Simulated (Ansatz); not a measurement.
Isolated molecules relaxed with PBE0-D4/def2-TZVP in Ansatz; ΔE leaves out vibrations. CCSD(T)/CBS adds triple-zeta CCSD(T) − MP2 to the extrapolated MP2 energy (def2 sets, frozen cores). This one scheme is used for every species. DFT in def2-TZVPP. B3LYP here is the variant with VWN-RPA as its local correlation; programs differ in this. Each species was taken in one conformer, which may not be the lowest.

Reaction (cleavage of the Si–Si bond): `C[SiH](F)[SiH3]` + `N[SiH2]F` → `F[SiH2]N[SiH3]` + `C[SiH2]F`

(1) Is it downhill or uphill in electronic energy at CCSD(T)/CBS, and by how much? (Estimate.)

(2) What do these levels give: PBE-D4, B97M-V, PBE, B3LYP, RPA@PBE/def2-TZVPP, MP2/def2-SVP, HF/def2-TZVPP, CCSD(T)/def2-TZVPP, MP2/def2-QZVPP, SCS-MP2/def2-QZVPP, HF/CBS(def2), MP2/CBS(def2)? (Estimate.)

Largest T1 diagnostic among the species: 0.012.

Results:

(1) Ansatz gave: Downhill: ΔE = -14.5 kcal/mol.

(2) Computed: PBE-D4 -8.9, B97M-V -12.4, PBE -8.9, B3LYP -13.3, RPA@PBE/def2-TZVPP -15.3, MP2/def2-SVP -16.3, HF/def2-TZVPP -18.2, CCSD(T)/def2-TZVPP -14.7, MP2/def2-QZVPP -16.6, SCS-MP2/def2-QZVPP -17.1, HF/CBS(def2) -18.6, MP2/CBS(def2) -16.3 kcal/mol.

From PBE to PBE0 (25 % exact exchange), in def2-TZVPP and without D4, ΔE moves by −1.8 kcal/mol. In def2-TZVPP, CCSD(T) changes the Hartree–Fock value by +3.5 kcal/mol (the triples alone add +0.4 kcal/mol) and MP2 by +1.6 kcal/mol.
